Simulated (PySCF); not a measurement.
**A search over the determinants of KSb**

Unrestricted PBE0; K def2-SVP, Sb def2-SVP with ECP28; scalar-relativistic core potentials (PySCF 2.14). Outer shells of the fragments: K 4s1; Sb 4d10 5s2 5p3.

Followed along the bond (rough minima from three points):

```json
{"2Ms+1": "3", "unpaired": "π ↑↑", "⟨S²⟩ at the start": "2.03", "R at minimum (Å)": "3.35", "Te (eV)": "0.00"}
{"2Ms+1": "1", "unpaired": "π ↑↓", "⟨S²⟩ at the start": "1.01", "R at minimum (Å)": "3.34", "Te (eV)": "0.32"}
{"2Ms+1": "3", "unpaired": "σ ↑, π ↑", "⟨S²⟩ at the start": "2.00", "R at minimum (Å)": "3.16", "Te (eV)": "0.54"}
{"2Ms+1": "1", "unpaired": "σ ↓, π ↑", "⟨S²⟩ at the start": "1.01", "R at minimum (Å)": "3.17", "Te (eV)": "0.84"}
{"2Ms+1": "1", "unpaired": "none", "⟨S²⟩ at the start": "0.00", "R at minimum (Å)": "3.32", "Te (eV)": "1.22"}
```

Solutions found at the starting distance of 3.310 Å, counted from the lowest of them; the search is not exhaustive and high or unbound solutions are not listed, so other states can lie among these:

```csv
2Ms+1,unpaired,term,E (eV),⟨S²⟩,⟨Lz²⟩,μ (D)
3,π ↑↑,³Σ⁻,0.00,2.03,0.00,-9.10
1,π ↑↓,mixed,0.31,1.01,2.01,-9.38
3,"σ ↑, π ↑",³Π,0.57,2.00,1.01,-10.85
1,"σ ↓, π ↑",mixed,0.86,1.01,1.01,-10.70
1,none,mixed,1.22,0.00,2.00,-9.30
5,"σ ↑↑, π ↑↑",⁵Σ⁻,1.47,6.00,0.00,3.36
3,"σ ↑↑, π ↑↓",mixed,2.15,3.01,2.01,3.47
1,"σ ↓↓, π ↑↑",mixed,2.17,2.01,0.00,3.59
5,"σ ↑, π ↑↑↑",⁵Π,2.83,6.00,1.00,1.01
3,"σ ↑, π ↑",³Π,2.86,2.00,1.00,3.58
```

A term symbol is given only where ⟨S²⟩ and ⟨Lz²⟩ are close to those of a pure state; real π, δ and φ orbitals otherwise mix terms. A positive dipole means K(−)Sb(+).

Spin–orbit coupling is left out. Counting both spins, an empty level lies below a filled one in some of these solutions, because spin and occupation are held.
